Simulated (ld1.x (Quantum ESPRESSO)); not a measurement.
What one change does to a pseudopotential (Ge (Z = 32), RRKJ)

Ge (Z = 32), norm-conserving RRKJ (Kleinman–Bylander form), made with ld1.x (Quantum ESPRESSO) 7.5 (PBEsol, scalar-relativistic). Core [Ar] 3d10, reference 4s2 4p1.5 (charge +0.5). Waves: 4p (bound): rc 1.90 bohr; 4d channel at 0.25 Ry: rc 2.05 bohr; 4s (bound): rc 1.85 bohr. Local part: the s channel. Core correction: none. rho0 = 0.005.

Change: core correction a·sin(br)/r model core inside 0.70 bohr.

Cutoffs: the cutoffs (Ry, on a coarse ladder) from which the occupation-weighted sum of valence levels, in a spherical-Bessel basis at the reference potential, stays within 10 and 1 mRy of its value at 400 Ry; they do not see the model core or the augmentation charge, which bear on the density cutoff. Errors are all-electron minus pseudo energies relative to the spin-unpolarised reference configuration.

How do hardness, ghosts and transferability respond?

The potential gets neither clearly harder nor softer (30 Ry and 40 Ry → 30 Ry and 40 Ry); both files keep a bound ghost (d); of the 7 tests that both files solve, the error grows in 5 and shrinks in 0 by more than 15 % and 0.3 meV (median size 7.7 → 26.8 meV). A model core, the more so a compact one, raises the density cutoff, which this test does not measure.

| quantity | base | changed |
| --- | --- | --- |
| cutoff, loose | 30 Ry | 30 Ry |
| cutoff, tight | 40 Ry | 40 Ry |
| bound ghosts | d | d |
| error for 4s2 4p2, meV [ΔE -2.80 eV] | -0.3 | -0.3 |
| error for 4s2 4p1, meV [ΔE 4.65 eV] | -1.8 | -2.3 |
| error for 4s2 4p0, meV [ΔE 20.10 eV] | -11 | -32 |
| error for 4s1 4p2, meV [ΔE 13.38 eV] | +7.7 | -27 |
| error for 4s0 4p4, meV [ΔE 13.41 eV] | +38 | -61 |
| error for 4s2 4p2.3, meV [ΔE -3.69 eV] | -0.9 | -0.8 |
| error for 4s1 4p0, meV [ΔE 54.88 eV] | +37 | -236 |
| s: phases at 2.26 bohr within 0.05 rad from the reference energy up to (Ry; the scan ends near 5) | 2.9 | 2.9 |
| p: phases at 2.26 bohr within 0.05 rad from the reference energy up to (Ry; the scan ends near 5) | to the end of the scan | to the end of the scan |
| d: phases at 2.26 bohr within 0.05 rad from the reference energy up to (Ry; the scan ends near 5) | 1.3 | 1.3 |

 A true bound ghost makes a file unfit for plane-wave use even where its test errors are small: the radial tests pick states by their node count and pass the ghost by.
